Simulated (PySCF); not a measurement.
**Converging KH in the basis (MP2)**

PySCF, RHF reference; singlet, unpaired electrons none; De to K + H without counterpoise correction. Frozen cores follow the default of each basis and core potential.

| basis | relativity | functions | Re (Å) | ωe (cm⁻¹) | De (eV) | frozen orbitals |
| --- | --- | --- | --- | --- | --- | --- |
| def2-SVP | no relativity | 29 | 2.295 | 958 | 1.25 | 5 |
| def2-TZVP | no relativity | 39 | 2.264 | 1005 | 1.30 | 5 |
| def2-TZVPP | no relativity | 47 | 2.257 | 1010 | 1.46 | 5 |

**Question.** How does each smaller set differ from the one with most functions, def2-TZVPP?

**Answer.** def2-SVP: +3.8 pm, -5.1 % in ωe, -0.21 eV in De; def2-TZVP: +0.7 pm, -0.5 % in ωe, -0.16 eV in De. All at MP2; the set with most functions is neither the basis-set limit nor always the best.

Measured (Huber and Herzberg, Constants of Diatomic Molecules (1979)): Re = 2.2425 Å, ωe = 983.6 cm⁻¹. Correlated steps freeze 5 core orbitals. Correlated levels converge slowly with the basis: in double zeta they bind strong bonds too weakly, by up to about 1 eV, and carry superposition errors of some tenths. Where the molecule has an RHF reference, its open-shell atoms are computed with UHF.
